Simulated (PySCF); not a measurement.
C₆ coefficients of unlike pairs at PW91

Calculated with PySCF 2.14 from the dipole response of each species, C₆(A,B) = (3/π) ∫ α_A(iu) α_B(iu) du, in atomic units, from isotropic polarisabilities. For ions this is the dispersion term alone; charge-induced terms of lower order in 1/R come first.

```csv
species,configuration,basis,relativity,α (bohr³),C₆ (like pair)
Br⁺,[Ar] 3d10 4s2 4p4 (3P),aug-cc-pwCVTZ-PP with ECP10MDF (8s7p6d4f1g),core potential,12.83,80.44
As,[Ar] 3d10 4s2 4p3 (4S),aug-cc-pwCVDZ-PP with ECP10MDF (6s5p4d1f),core potential,32.25,278.5
Ir²⁺,[Xe] 4f14 5d7 (4F),def2-TZVPPD with the def2 core potential (60 electrons) (6s5p3d2f1g),core potential,9.265,59.38
C³⁺,[He] 2s1 (2S),aug-cc-pwCVTZ (7s6p4d2f),none,3.128,2.478
```

(1) Estimate C₆ for As with Br⁺.

No spin-orbit coupling is included.

The other pairs:

```
     pair     C₆
 Ir²⁺, As  115.5
C³⁺, Ir²⁺  10.78
 C³⁺, Br⁺  13.50
  C³⁺, As  26.25
Ir²⁺, Br⁺  67.49
```

## Answers

(1) The integral gives 144.4. The combination rule 2 C_A C_B / (C_A α_B/α_A + C_B α_A/α_B) gives 143.1 and the geometric mean 149.7.
